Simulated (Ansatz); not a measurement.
Correlation energies of `NCN[SiH3]` by basis set

```json
{"atom": "N1", "x (Å)": "1.733", "y (Å)": "-0.332", "z (Å)": "1.082"}
{"atom": "C2", "x (Å)": "0.348", "y (Å)": "0.050", "z (Å)": "0.904"}
{"atom": "N3", "x (Å)": "-0.161", "y (Å)": "-0.540", "z (Å)": "-0.303"}
{"atom": "Si4", "x (Å)": "-1.319", "y (Å)": "0.194", "z (Å)": "-1.332"}
{"atom": "H5", "x (Å)": "2.084", "y (Å)": "-0.028", "z (Å)": "1.981"}
{"atom": "H6", "x (Å)": "2.309", "y (Å)": "0.083", "z (Å)": "0.358"}
{"atom": "H7", "x (Å)": "0.185", "y (Å)": "1.138", "z (Å)": "0.827"}
{"atom": "H8", "x (Å)": "-0.194", "y (Å)": "-0.285", "z (Å)": "1.800"}
{"atom": "H9", "x (Å)": "-0.017", "y (Å)": "-1.538", "z (Å)": "-0.336"}
{"atom": "H10", "x (Å)": "-2.702", "y (Å)": "0.298", "z (Å)": "-0.774"}
{"atom": "H11", "x (Å)": "-1.390", "y (Å)": "-0.622", "z (Å)": "-2.572"}
{"atom": "H12", "x (Å)": "-0.875", "y (Å)": "1.582", "z (Å)": "-1.635"}
```

Total charge 0; spin multiplicity 1. All single points use the PBE0-D4/def2-TZVP geometry. It is one conformer, not always the lowest. Frozen core, restricted reference, Ansatz 0.2.0. CBS rows extrapolate triple and quadruple zeta; past MP2 they add the triple-zeta difference.

```tsv
basis	HF (Eh)	MP2 corr.
def2-TZVPP	-440.44003	-0.73210
def2-QZVPP	-440.45706	-0.78313
```

(1) Estimate the CCSD correlation energy and the (T) correction in each basis where they were run (hartree).

Answers

(1) 
```json
{"basis": "def2-TZVPP", "CCSD corr.": "-0.77707", "(T)": "-0.02864"}
{"basis": "CBS(def2)", "CCSD corr.": "-0.86591", "(T)": "as TZ"}
```
